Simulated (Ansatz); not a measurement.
`C[O][GeH2][Br]` + HI → `C[O][GeH2][I]` + HBr at 500 K and 1 bar (ligand exchange at a Ge–Br bond).

Isolated molecules relaxed with PBE0-D4/def2-TZVP in Ansatz; ΔE leaves out vibrations. CCSD(T)/CBS is the MP2 limit (def2-TZVPP, def2-QZVPP) plus CCSD(T) − MP2 in def2-TZVPP, frozen cores. Elements past krypton have def2 core potentials. For Br, Ge, I outer-core shells are correlated without core-valence functions, which leaves a few kJ/mol of doubt a bond. Scalar relativity is left out up to krypton. Each species was taken in one conformer, which may not be the lowest.

| species | CCSD(T)/CBS energy (Eh) | H − E (kJ/mol) | S (J/(mol·K)) |
| --- | --- | --- | --- |
| `C[O][GeH2][Br]` | -4765.70555 | 195.8 | 420.8 |
| HI | -298.03592 | 28.6 | 221.6 |
| `C[O][GeH2][I]` | -2489.82326 | 195.4 | 427.8 |
| HBr | -2573.91920 | 30.5 | 213.7 |

H − E and S are ideal-gas, rigid-rotor, harmonic terms from PBE0-D4/def2-TZVP, for one conformer and one mirror image of each species. 1 Eh = 2625.50 kJ/mol, R = 8.31446 J/(mol·K).

Question: By hand: ΔE, ΔH, ΔS and ΔG.

Answer: ΔE = (-2489.82326) + (-2573.91920) − (-4765.70555) − (-298.03592) = -0.00099 Eh = -2.6 kJ/mol. Δ(H − E) = 195.4 + 30.5 − 195.8 − 28.6 = 1.5, so ΔH = -1.1 kJ/mol. ΔS = 427.8 + 213.7 − 420.8 − 221.6 = -0.9 J/(mol·K). ΔG = -1.1 − 500 × (-0.9)/1000 = -0.7 kJ/mol.

Question: By hand: the equilibrium constant, and the temperature at which ΔG would vanish if ΔH and ΔS stayed fixed.

Answer: log₁₀ K = −ΔG/(RT ln 10) = 0.1. ΔG = 0 at ΔH/ΔS = 1222 K, though so small a ΔH makes that figure unsure.

TΔS isn't small against ΔH here. The sign of ΔG lies within the doubt. A doubt of 5 kJ/mol in ΔE shifts log₁₀ K by 0.5 here. Other conformers and mirror images would add mixing entropy, several J/(mol·K) or more a flexible species. Modes under 60 cm⁻¹, often nearly free rotors, make the harmonic entropy too high. These are equilibria of isolated gas molecules and say nothing of rates. Largest T1 diagnostic: 0.010 (customary marks: 0.02 for closed shells, 0.045 for open ones).
